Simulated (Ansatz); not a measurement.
`F[SiH]1COC=N1` → `N[Si]1(F)C=CO1`  (isomerisation)

Computed with Ansatz on PBE0-D4/def2-TZVP structures; ΔE is electronic, products minus reactants. CBS: MP2 limit from def2 TZ/QZ plus the TZ coupled-cluster correction, frozen cores. One conformer a species, not always the lowest.

`F[SiH]1COC=N1`:

Cartesian coordinates in Å:
```
F -1.429 -0.864 1.741
Si -1.012 -0.544 0.236
C -0.086 1.099 0.084
O 1.245 0.673 -0.291
C 1.311 -0.662 -0.455
N 0.349 -1.470 -0.287
H -2.234 -0.709 -0.575
H -0.457 1.757 -0.705
H -0.004 1.676 1.007
H 2.317 -0.956 -0.755
```

`N[Si]1(F)C=CO1`:

Cartesian coordinates in Å:
```
N -1.162 -1.266 -0.718
Si -0.322 -0.343 0.407
F -0.879 -0.804 1.820
C 0.120 1.394 0.092
C 1.375 0.924 0.176
O 1.388 -0.429 0.439
H -1.587 -2.146 -0.480
H -1.065 -1.128 -1.709
H -0.215 2.397 -0.104
H 2.346 1.402 0.075
```

| level | ΔE (kJ/mol) |
| --- | --- |
| HF/CBS(def2) | -93.1 |
| CCSD/CBS(def2) | -103.3 |

What does CCSD(T)/CBS give? (An estimate is asked.)

Ansatz gave: -100.3 kJ/mol. The listed levels differ from it by 7.2, -3.0 kJ/mol.

Largest T1 diagnostic among the species: 0.015.

From PBE to PBE0 (25 % exact exchange), in def2-TZVPP and without D4, ΔE moves by −8.5 kJ/mol.

CCSD(T)/CBS has its own doubt, a few kJ/mol and more with outer-core shells, so smaller differences from it don't rank the levels.
